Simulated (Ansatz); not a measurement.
`[F][Zn][N]([SiH3])[SiH3]` from Hartree–Fock to CCSD(T)

Cartesian coordinates in Å:
```
F 1.610 -3.397 -0.471
Zn 0.870 -1.836 -0.254
N 0.100 -0.211 -0.029
Si -1.505 -0.147 0.606
Si 1.009 1.193 -0.461
H -1.561 0.611 1.886
H -2.449 0.501 -0.347
H -1.966 -1.542 0.857
H 2.340 0.751 -0.968
H 1.220 2.093 0.707
H 0.332 1.982 -1.526
```

Charge 0, multiplicity 1. For Zn the d shell is correlated and the shells below it are frozen. Scalar relativity is left out up to krypton. Geometry: relaxed with PBE0-D4/def2-TZVP. It is one conformer, not always the lowest. Frozen core, restricted reference, Ansatz 0.2.0.

```json
{"basis": "def2-SVP", "HF (Eh)": "-2512.57920", "MP2 corr.": "-0.85919"}
{"basis": "def2-TZVPP", "HF (Eh)": "-2513.22981", "MP2 corr.": "-1.22140"}
{"basis": "def2-QZVPP", "HF (Eh)": "-2513.29998", "MP2 corr.": "-1.31511"}
```

Q: Estimate the CCSD correlation energy and the (T) correction in each basis where they were run (hartree).

A: 
```
     basis  CCSD corr.       (T)
  def2-SVP    -0.88465  -0.02142
def2-TZVPP    -1.21417  -0.04015
```
